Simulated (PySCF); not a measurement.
H4SeSiTe, SMILES [SiH3][Te][SeH].

Coordinates come from a PBE-D3(BJ)/def2-SVP optimisation. This is a generated structure with no PubChem entry under its InChIKey; it may be hypothetical. The def2 effective core potentials stand for the cores of Te; spin–orbit coupling is left out. The values are those of a single conformer.

Method: TDDFT-CAM-B3LYP/def2-SVPD run with PySCF.

Vertical excitations. Gas-phase values at a fixed geometry.

| state | energy (eV) | λ (nm) | f | main pairs |
|---|---|---|---|---|
| S1 | 2.98 | 416 | 0.001 | HOMO→LUMO 98 % |
| S2 | 3.35 | 370 | 0.004 | HOMO−1→LUMO 97 % |
| S3 | 4.67 | 266 | 0.011 | HOMO→LUMO+1 95 % |
| S4 | 5.25 | 236 | 0.001 | HOMO−1→LUMO+2 62 %, HOMO−1→LUMO+1 21 % |
| S5 | 5.49 | 226 | 0.022 | HOMO−2→LUMO 57 %, HOMO−3→LUMO 24 %, HOMO→LUMO+2 10 % |
| S6 | 5.61 | 221 | 0.021 | HOMO→LUMO+2 81 % |
| S7 | 5.68 | 218 | 0.052 | HOMO−1→LUMO+1 70 %, HOMO−1→LUMO+2 20 % |
| S8 | 6.30 | 197 | 0.160 | HOMO−3→LUMO 36 %, HOMO→LUMO+3 27 %, HOMO−2→LUMO 14 % |
| S9 | 6.40 | 194 | 0.152 | HOMO→LUMO+3 60 %, HOMO−3→LUMO 13 % |
| S10 | 6.58 | 188 | 0.023 | HOMO→LUMO+4 68 %, HOMO→LUMO+8 11 % |
| T1 | 2.44 | 507 | 0 | HOMO→LUMO 97 % |
| T2 | 2.84 | 437 | 0 | HOMO−1→LUMO 96 % |
| T3 | 4.24 | 292 | 0 | HOMO→LUMO+1 90 % |
| T4 | 4.37 | 284 | 0 | HOMO−2→LUMO 83 % |
Triplets are in the Tamm–Dancoff approximation, which puts them higher than full response would, so one can lie above its singlet here.
